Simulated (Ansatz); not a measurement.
CH6N2OSi can be A, `N=C(N)O[SiH3]`, or B, `N[Si]1(O)CN1`.

Computed with Ansatz on PBE0-D4/def2-TZVP structures; ΔE is electronic, products minus reactants. CBS: MP2 limit from def2 TZ/QZ plus the TZ coupled-cluster correction, frozen cores. Functionals use def2-TZVPP. B3LYP here is the variant with VWN-RPA as its local correlation; programs differ in this. One conformer a species, not always the lowest.

Question: Which isomer does CCSD(T)/CBS put lower? Give the gap. (Estimate.)

Answer: The calculation gave: B, by 22.5 kcal/mol.

Question: Give E(B) − E(A) in kcal/mol with PBE0-D4, CCSD(T)/def2-TZVPP, r2SCAN-D4, CCSD/def2-TZVPP, ωB97M-V, B3LYP-D4, B3LYP. (Estimate.)

Answer: The calculation gave: PBE0-D4 -19.7, CCSD(T)/def2-TZVPP -20.0, r2SCAN-D4 -19.1, CCSD/def2-TZVPP -20.3, ωB97M-V -20.9, B3LYP-D4 -16.6, B3LYP -16.3. None reverses the order clearly.

Largest T1 diagnostic: 0.013.

From PBE to PBE0 (25 % exact exchange), in def2-TZVPP and without D4, E(B) − E(A) moves by −2.0 kcal/mol. In def2-TZVPP, CCSD(T) changes the Hartree–Fock value by −7.8 kcal/mol (the triples alone add +0.3 kcal/mol) and MP2 by −11.3 kcal/mol.
